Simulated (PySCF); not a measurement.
Species: HBr.
SMILES: `Br`

Method used: PySCF 2.14.0, PBE0-D3(BJ)/def2-SVP geometry optimisation, gas phase.

Take the most abundant isotopes and a rigid rotor. 

What are the moment of inertia and the rotational constant?

I = 2.013 u·Å², B = 505379 MHz·u·Å²/I = 251112 MHz (8.3762 cm⁻¹, or 12.051 K as hB/k). For two atoms I = μr² with μ = 0.9951 u and r = 1.4221 Å.

List the first levels of a rigid rotor in a Σ state.

E(J) = BJ(J+1): J = 1: 16.752, J = 2: 50.257, J = 3: 100.514, J = 4: 167.524, J = 5: 251.286, J = 6: 351.800 cm⁻¹.

Where do the first rotational lines fall?

The dipole is 1.08 D; J+1 ← J lies at 2B(J+1): 1 ← 0 at 502.22 GHz, 2 ← 1 at 1004.45 GHz, 3 ← 2 at 1506.67 GHz, 4 ← 3 at 2008.90 GHz, 5 ← 4 at 2511.12 GHz, 6 ← 5 at 3013.34 GHz.

Estimate the classical rotational partition function at 200 K.

Point group C∞v, symmetry number σ = 1; q = kT/(σhB), k/h = 20836.6 MHz/K: 16.6 at 200 K.

PBE0-D3(BJ)/def2-SVP frequencies: not computed here. Zero-point vibration and centrifugal distortion are left out.

Time: 2.2 s; peak memory 0.25 GiB. Hardware: one thread of an Arm Neoverse N1 (shared host). This is the geometry optimisation.
